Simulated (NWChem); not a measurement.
trimethylarsine (C3H9As); SMILES C[As](C)C

All runs: NWChem. Pople sets run with spherical d functions. Geometry: optimised at PBE-D3(BJ)/def2-SVP. Total energies compare along this basis series because the functional is fixed.

```tsv
level	basis functions	energy (Ha)	highest occupied level (eV)	orbital gap (eV)	dipole (D)
Hartree-Fock/STO-3G	42	-2326.7727	-6.93	17.86	0.68
Hartree-Fock/3-21G	67	-2341.6358	-8.87	14.05	0.78
Hartree-Fock/6-31G*	92	-2352.7363	-8.91	?	?
Hartree-Fock/6-311G**	152	-2353.0260	-8.98	12.94	1.03
```

**Question.** Fill in the missing entries.

**Answer.** 
- Hartree-Fock/6-31G*, orbital gap (eV): 13.56
- Hartree-Fock/6-31G*, dipole (D): 1.13
